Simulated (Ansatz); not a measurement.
`F[As](F)F`, relaxed with RKS PBE-D4/def2-SVP in Ansatz 0.2.0 from a rough embedded geometry. The force threshold is 0.03 eV/Å; the program also tests the step.

The species carries charge 0 and has multiplicity 1.

Start:

```xyz
4

F    -0.323    1.396   -0.270
As    0.515   -0.092   -0.475
F    -0.939   -1.011   -0.471
F     0.747   -0.293    1.217
```

(1) By how much does the energy fall, and how many steps does the optimiser take? (An estimate is asked.)

(2) Which bonds change most? (An estimate is asked.)

(3) Give the relaxed structure. (Best estimate.)

Results:

(1) Ansatz gave: 0.10 eV, in 3 steps.

(2) The calculation gave: As2–F4 from 1.720 to 1.751 Å; As2–F3 from 1.720 to 1.751 Å; F1–As2 from 1.720 to 1.751 Å.

(3) Computed: 
```xyz
4

F    -0.321    1.462   -0.301
As    0.485   -0.087   -0.447
F    -0.967   -1.064   -0.512
F     0.803   -0.311    1.260
```
